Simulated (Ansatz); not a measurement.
Two spin states of MgO, each at its own minimum; 2S+1 = 1, 3 were tried, and the measured ground state has 1.

```json
[
 {"level": "PBE/def2-TZVPP", "energy of the multiplicity-3 state above the multiplicity-1 state (kJ/mol)": "26.3"},
 {"level": "PBE0/def2-TZVPP", "energy of the multiplicity-3 state above the multiplicity-1 state (kJ/mol)": "-32.8"},
 {"level": "wB97X-V/def2-TZVPP", "energy of the multiplicity-3 state above the multiplicity-1 state (kJ/mol)": "-35.3"},
 {"level": "CCSD/def2-TZVPP", "energy of the multiplicity-3 state above the multiplicity-1 state (kJ/mol)": "-23.9"},
 {"level": "CCSD(T)/def2-TZVPP", "energy of the multiplicity-3 state above the multiplicity-1 state (kJ/mol)": "19.6"}
]
```

The rows run from -35.3 (wB97X-V/def2-TZVPP) to 26.3 kJ/mol (PBE/def2-TZVPP). The 3 functionals in def2-TZVPP without D3 or D4 span 61.6, from wB97X-V to PBE.

Each state is the lowest solution found for its spin in def2 and cc sets. The singlet is a restricted closed-shell determinant, which can mix singlet states where a π or δ shell is part-filled.

Correlated levels freeze the inner cores; with def2 sets outer-core shells near the valence are correlated too.

Doubts at one or more of the structures used: a restricted determinant that unrestricted orbitals would lower (CCSD/def2-TZVPP, CCSD(T)/def2-TZVPP); other coupled-cluster roots lie near (CCSD/def2-TZVPP, CCSD(T)/def2-TZVPP).

Run with Ansatz (a first-principles code).
